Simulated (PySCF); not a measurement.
## Telling isomers of C₅H₈F₂O₂Si apart by NMR

[PySCF 2.14.0 with density-fitted response routines: PBE0/pcSseg-1 with gauge-including orbitals; GFN2-xTB structure; one conformer; averaged over atoms made equivalent by symmetry, fast rotation or ring inversion; in vacuum; no relativistic terms]

Shifts are taken against calculated references (same method and geometry level): TMS for ¹H and ¹³C. Splittings of carbon signals by F and P are missing where no couplings were computed. Where no couplings were computed, multiplicities follow the n + 1 count of equivalent neighbours, and m marks all less simple cases (inequivalent or close neighbours, rings, F or P nearby). Shifts are as computed. Against solution values, carbons near 30 ppm lie about +3 ppm off and those near 130 ppm about +5 ppm. Of 1309 compounds with measured shifts, 239 miss one by over three times the rms of a fit or turn the order of signals round; such compounds aren't used in these exercises.

(1) Tabulate the signals of `O=C[C@@]1(F)O[C@H](F)CC[SiH2]1`, `O=C1CC[C@@H]1O[SiH2]C(F)F`, `CCC(=O)/C(=C\F)O[SiH2]F`, `O=C[C@H]1COC[SiH2]C1(F)F` and their relative energies.

(2) What is the quickest way to tell O=C[C@@]1(F)O[C@H](F)CC[SiH2]1 from CCC(=O)/C(=C\F)O[SiH2]F?

(3) What is the quickest way to tell CCC(=O)/C(=C\F)O[SiH2]F from O=C[C@H]1COC[SiH2]C1(F)F?

(4) What is the quickest way to tell O=C[C@@]1(F)O[C@H](F)CC[SiH2]1 from O=C1CC[C@@H]1O[SiH2]C(F)F?

Answers

(1) 
```json
{"SMILES": "O=C[C@@]1(F)O[C@H](F)CC[SiH2]1", "carbon types": "1×C 2×CH 2×CH2", "δC": "205.9, 116.3, 110.2, 30.0, -0.3", "δH": "10.18 (m, 1H), 6.11 (m, 1H), 4.15 (m, 1H), 4.09 (m, 1H), 2.37 (m, 1H), 1.81 (m, 1H), 1.77 (m, 1H), 0.91 (m, 1H)", "E rel. (kcal/mol)": "52.7"}
{"SMILES": "O=C1CC[C@@H]1O[SiH2]C(F)F", "carbon types": "1×C 2×CH 2×CH2", "δC": "215.4, 127.3, 85.0, 40.5, 22.8", "δH": "6.42 (m, 1H), 5.47 (m, 1H), 5.21 (m, 1H), 4.71 (m, 1H), 2.88 (m, 1H), 2.85 (m, 1H), 2.41 (m, 1H), 1.98 (m, 1H)", "E rel. (kcal/mol)": "50.0"}
{"SMILES": "CCC(=O)/C(=C\\F)O[SiH2]F", "carbon types": "2×C 1×CH 1×CH2 1×CH3", "δC": "203.5, 162.3, 146.5, 39.0, 9.0", "δH": "7.99 (m, 1H), 5.17 (m, 2H), 2.89 (q, 2H), 1.30 (t, 3H)", "E rel. (kcal/mol)": "0.0"}
{"SMILES": "O=C[C@H]1COC[SiH2]C1(F)F", "carbon types": "1×C 2×CH 2×CH2", "δC": "210.3, 133.1, 69.1, 63.3, 59.1", "δH": "10.20 (m, 1H), 4.88 (m, 1H), 4.23 (m, 1H), 4.19 (m, 1H), 4.02 (m, 1H), 3.82 (m, 1H), 3.76 (m, 1H), 3.15 (m, 1H)", "E rel. (kcal/mol)": "63.7"}
```

Energies are electronic energies at PBE0/pcSseg-1 on these geometries, without zero-point or thermal terms, each for the one conformer computed, which needn't be the lowest.

(2) Both give the same number of carbon signals, but DEPT or the intensities differ. The first has an sp3 CH bonded to F and O at 110.2 ppm, the second a ketone carbonyl carbon (C) at 203.5 ppm. Their most deshielded carbons lie at 205.9 and 203.5 ppm. In the proton spectra the most deshielded non-exchanging signals are 10.18 (m, 1H) and 7.99 (m, 1H).

(3) Both give the same number of carbon signals, but DEPT or the intensities differ. The first has a ketone carbonyl carbon (C) at 203.5 ppm, the second an sp3 CH α to a carbonyl at 63.3 ppm. Their most deshielded carbons lie at 203.5 and 210.3 ppm. In the proton spectra the most deshielded non-exchanging signals are 7.99 (m, 1H) and 10.20 (m, 1H).

(4) Both give the same number of carbon signals, with the same numbers of each carbon type, so the positions decide. The first has an aldehyde carbonyl carbon (CH) at 205.9 ppm, the second a ketone carbonyl carbon (C) at 215.4 ppm. In the proton spectra the most deshielded non-exchanging signals are 10.18 (m, 1H) and 6.42 (m, 1H).
